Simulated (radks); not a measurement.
Values are calculated unless marked as measured or tabulated.
Ionisation of Co14+, [Ne] 3s2 3p1, to Co15+, [Ne] 3s2, under several functionals. Non-relativistic Kohn-Sham, spin-polarised, spherical densities, point nucleus; open shells are filled with parallel spins first; a radial shooting solver on a logarithmic mesh with Libxc functionals.

functional,E(Co14+) (hartree),Exc (hartree),IE (eV),-e(HOMO) (eV),<r> HOMO (bohr),IE error (eV)
"LDA (Slater exchange, Perdew-Wang correlation)",-1289.32913,-43.08398,441.01,424.58,0.6517,-0.1
PBEsol,-1290.57214,-44.35017,440.61,424.38,0.6523,-0.5
r2SCAN,-1291.93725,-45.74370,439.97,424.35,0.6542,-1.1
PBE,-1291.74868,-45.54577,440.75,424.52,0.6525,-0.3
AM05,-1289.62759,-43.38884,440.60,424.36,0.6521,-0.5
exchange-only LDA,-1288.00679,-41.75186,439.03,422.71,0.6523,-2.1
Tao-Mo meta-GGA,-1291.81168,-45.60965,440.19,424.17,0.6541,-0.9
XLYP,-1292.31325,-46.11759,441.09,424.77,0.6525,0.0
exchange-only PBE,-1291.22200,-45.01525,439.60,423.34,0.6528,-1.5
TPSS,-1292.05375,-45.85597,440.55,424.54,0.6532,-0.5

NIST Atomic Spectra Database: 441 eV (semi-empirical). Closest: XLYP. The Delta-SCF values span 2.06 eV, the total energies 4.31 hartree. The highest occupied level is 3p. Open shells are spherical and high-spin; term and fine-structure splittings are not resolved.
